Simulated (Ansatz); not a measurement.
`F[SiH]([SiH3])Cl` + `C[N]=[Nb]([CH3])([NH2])[F]` → `F[SiH](F)[SiH3]` + `C[N]=[Nb]([CH3])([NH2])[Cl]`  (redistribution)

Calculated with Ansatz (gas phase, PBE0-D4/def2-TZVP geometries, no zero-point term in ΔE). CBS: MP2 limit from def2 TZ/QZ plus the TZ coupled-cluster correction, frozen cores. DFT in def2-TZVPP. def2 core potentials past Kr. For Nb outer-core shells are correlated without core-valence functions, which leaves a few kJ/mol of doubt a bond. One conformer a species, not always the lowest.

(1) Is it downhill or uphill in electronic energy at CCSD(T)/CBS, and by how much? (Best estimate.)

(2) What do these levels give: BLYP-D4, B97M-V, r2SCANh-D4, BHLYP-D4, ωB97X-V, SCS-MP2/def2-TZVPP? (An estimate is asked.)

Largest T1 diagnostic among the species: 0.019.

## Answers

(1) Computed: Downhill: ΔE = -12.1 kcal/mol.

(2) Ansatz gave: BLYP-D4 -8.7, B97M-V -10.3, r2SCANh-D4 -10.1, BHLYP-D4 -11.5, ωB97X-V -8.9, SCS-MP2/def2-TZVPP -14.1 kcal/mol.

From PBE to PBE0 (25 % exact exchange), in def2-TZVPP and without D4, ΔE moves by −1.5 kcal/mol. At CCSD(T), def2-SVP lies +3.1 kcal/mol from the extrapolated value and def2-TZVPP −0.3 kcal/mol.
